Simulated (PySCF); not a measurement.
Species: C6H11PSi.
Numbering: `[CH3:1][SiH2:2][P:3]1[CH:4]=[CH:5][CH2:6][CH:7]=[CH:8]1` (hydrogens: H9, H10, H11 on C1; H12, H13 on Si2; H14 on C4; H15 on C5; H16, H17 on C6; H18 on C7; H19 on C8)

The same species was optimised twice, with GFN2-xTB and with PBE0-D3(BJ)/def2-SVP (PySCF), and the same property calculations (PySCF, gas phase) were run on both structures.

| coordinate | GFN2-xTB | PBE0-D3(BJ)/def2-SVP | change |
| --- | --- | --- | --- |
| Si2–P3 (Å) | 2.251 | 2.274 | +0.023 |
| C1–Si2 (Å) | 1.900 | 1.880 | -0.020 |
| P3–C4 (Å) | 1.803 | 1.819 | +0.016 |
| P3–C8 (Å) | 1.804 | 1.820 | +0.016 |
| C7=C8 (Å) | 1.326 | 1.339 | +0.013 |
| C4=C5 (Å) | 1.326 | 1.339 | +0.013 |
| C5–C6 (Å) | 1.499 | 1.498 | -0.001 |
| C6–C7 (Å) | 1.499 | 1.498 | -0.001 |
| C5–C6–C7 (°) | 113.5 | 116.1 | +2.6 |
| C1–Si2–P3 (°) | 107.5 | 109.5 | +2.0 |
| C4–C5–C6 (°) | 125.1 | 126.6 | +1.5 |
| C4–P3–C8 (°) | 97.5 | 98.9 | +1.4 |
| C6–C7–C8 (°) | 125.2 | 126.6 | +1.4 |
| P3–C8–C7 (°) | 124.3 | 125.4 | +1.1 |
| P3–C4–C5 (°) | 124.3 | 125.4 | +1.1 |
| Si2–P3–C8 (°) | 99.3 | 98.3 | -1.0 |
| C1–Si2–P3–C4 (°) | -171 | -173 | -2 |

Rotational constants: A = 2980, B = 913.6, C = 794.6 MHz (GFN2-xTB) against A = 2716, B = 925.0, C = 818.7 MHz (PBE0-D3(BJ)/def2-SVP). Point groups within 0.08 Å: C1 and C1.

On the GFN2-xTB structure: HOMO (eV) -6.01 [PBE0/pcSseg-1]; LUMO (eV) -0.29 [PBE0/pcSseg-1]; dipole (D) 1.20 [PBE0/pcSseg-1]; GIAO shielding of C1 (ppm) 195.4 [PBE0/pcSseg-1]; GIAO shielding of Si2 (ppm) 392.5 [PBE0/pcSseg-1]; GIAO shielding of P3 (ppm) 455.8 [PBE0/pcSseg-1]; GIAO shielding of C4/C8 (mean) (ppm) 58.6 [PBE0/pcSseg-1]; GIAO shielding of C5/C7 (mean) (ppm) 53.2 [PBE0/pcSseg-1]; GIAO shielding of C6 (ppm) 154.5 [PBE0/pcSseg-1].

What do these properties become on the PBE0-D3(BJ)/def2-SVP structure?

```tsv
property	level	on GFN2-xTB	on PBE0-D3(BJ)/def2-SVP	change
HOMO (eV)	PBE0/pcSseg-1	-6.01	-5.93	+0.08
LUMO (eV)	PBE0/pcSseg-1	-0.29	-0.51	-0.22
dipole (D)	PBE0/pcSseg-1	1.20	1.40	+0.20
energy, GFN2-xTB geometry as zero (kcal/mol)	PBE0/pcSseg-1	0.0	-1.7	-1.7
GIAO shielding of C1 (ppm)	PBE0/pcSseg-1	195.4	192.6	-2.8
GIAO shielding of Si2 (ppm)	PBE0/pcSseg-1	392.5	382.7	-9.8
GIAO shielding of P3 (ppm)	PBE0/pcSseg-1	455.8	453.3	-2.5
GIAO shielding of C4/C8 (mean) (ppm)	PBE0/pcSseg-1	58.6	56.9	-1.7
GIAO shielding of C5/C7 (mean) (ppm)	PBE0/pcSseg-1	53.2	45.9	-7.3
GIAO shielding of C6 (ppm)	PBE0/pcSseg-1	154.5	152.3	-2.2
```

The heavy atoms differ by 0.162 Å rms after alignment. Among bonds between heavy atoms Si2–P3 changes most (+0.023 Å). Changes are differences of the printed values. Neither structure is proved a minimum here.

Shape of the structure used: `[CH3:1][SiH2:2][P:3]1[CH:4]=[CH:5][CH2:6][CH:7]=[CH:8]1`: C1–Si2–P3–C4 -173°.
